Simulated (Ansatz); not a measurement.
Basis-set extrapolation for C₇H₁₂O₂, SMILES `CC(=O)/C=C(\O)C(C)C` (PBE0-D4/def2-TZVP geometry, frozen core, Ansatz). Multiplicity 1, RHF reference.

|  | def2-TZVPP | def2-QZVPP |
| --- | --- | --- |
| HF | -421.959547 | -421.978401 |
| MP2 correlation | -1.646358 | -1.757956 |
| CCSD(T) correlation | -1.775313 | not run |

Energies in hartree. Use E(X) = E(∞) + A·exp(−7.88·√X) for Hartree–Fock and E(X) = E(∞) + B·X^(−2.97) for correlation, with X = 3 and 4, and add CCSD(T) minus MP2 of the smaller set to the MP2 limit.

Q: What is the CCSD(T) energy at the basis-set limit?

A: HF limit: -421.978401 + (-0.018854) × 0.13774 = -421.98100. MP2 limit: -1.757956 + (-0.111598) × 0.74074 = -1.84062. Higher-order term: -1.775313 − (-1.646358) = -0.12895. Total: -423.95057 hartree, 5.87 eV below CCSD(T)/def2-TZVPP.
